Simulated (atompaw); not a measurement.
**Mn: one change to a PAW (atompaw) potential, before and after**

manganese, PAW, made with atompaw 4.2.0.5 (PBEsol, scalar-relativistic). Core [Ne] 3s2, reference 3p6 3d5 4s0 4p0 (charge +2). Waves: 4s (bound, empty): rc 2.65 bohr; 4s channel at -0.6 Ry: rc 2.65 bohr; 3p (bound): rc 1.45 bohr; 4p (bound, empty): rc 2.65 bohr; 3d (bound): rc 2.05 bohr; 3d channel at -0.2 Ry: rc 2.05 bohr. Local part: bessel scheme, radius 1.95 bohr. Core correction: smooth core density matched at 2.05 bohr. Augmentation charge: besselshape compensation charge, radius 2.10 bohr; PAW radius 2.65 bohr; waves and projectors: custom rrkj vanderbiltortho.

Change: waves 4s (bound); 4s channel at -0.6 Ry; 3p (bound); 4p (bound); 3d (bound); 3d channel at -0.2 Ry; augmentation besselshape compensation charge, radius 2.10 bohr; PAW radius 2.65 bohr; waves and projectors: bloechl.

Cutoffs: the cutoffs (Ry, on a coarse ladder) from which the occupation-weighted sum of valence levels, in a spherical-Bessel basis at the reference potential, stays within 10 and 1 mRy of its value at 400 Ry; they do not see the model core or the augmentation charge, which bear on the density cutoff.

Q: What does the change do?

A: The potential gets softer (40 Ry and 70 Ry → 30 Ry and 35 Ry); a bound ghost appears in s, which as a rule spoils a file; the range in which the d phases agree narrows (upper end 4.9 → 3.8).

```csv
quantity,base,changed
"cutoff, loose",40 Ry,30 Ry
"cutoff, tight",70 Ry,35 Ry
loose cutoff by channel (10 mRy a level),"p 35 Ry, d 18 Ry","p 21 Ry, d 18 Ry"
bound ghosts,none,s
s: phases at 2.65 bohr within 0.05 rad from the reference energy up to (Ry; the scan ends near 5),2.2,2.4
p: phases at 2.65 bohr within 0.05 rad from the reference energy up to (Ry; the scan ends near 5),3.6,3.0
d: phases at 2.65 bohr within 0.05 rad from the reference energy up to (Ry; the scan ends near 5),4.9,3.8
lowest overlap eigenvalue by channel,"s 0.39, p 0.58, d 0.13","s 0.01, p 0.88, d 1.00"
```

 A true bound ghost makes a file unfit for plane-wave use even where its test errors are small: the radial tests pick states by their node count and pass the ghost by. The cutoffs see the waves, projectors and local potential, not the compensation charge or the core.
